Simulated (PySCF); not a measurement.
## Working out the ionisation energy of Ta(2+)

Ta(2+) [Xe] 4f14 5d3 (4F) → Ta(3+) [Xe] 4f14 5d2 (3F). Calculation: PySCF 2.14, in def2-QZVPPD with the def2 core potential (60 electrons) (7s6p4d3f2g, 84 functions); a scalar-relativistic core potential. Frozen: nothing. Energies in hartree (1 hartree = 27.21139 eV):

| part | Ta(2+) (lower) | Ta(3+) (upper) |
| --- | --- | --- |
| UHF | -55.563645 | -54.716824 |
| MP2 opposite-spin | -0.171211 | -0.159645 |
| MP2 same-spin | -0.072526 | -0.057674 |

**Question.** What does Hartree-Fock give?

**Answer.** (-54.716824) − (-55.563645) = 0.846821 hartree = 23.043 eV.

**Question.** What do MP2 and SCS-MP2 (6/5 opposite-spin, 1/3 same-spin) give?

**Answer.** The opposite-spin parts differ by 0.315 eV and the same-spin parts by 0.404 eV. MP2: 23.043 + (0.315) + (0.404) = 23.762 eV. SCS-MP2: 23.043 + 1.2 × (0.315) + (0.404)/3 = 23.556 eV.

Reference: 23.1 ± 1.6 eV (theoretical estimate listed by NIST; NIST Atomic Spectra Database, ionization energies), between the lowest levels; spin-orbit coupling is absent from the calculation.

What remains against the reference includes basis incompleteness and correlation beyond second order.
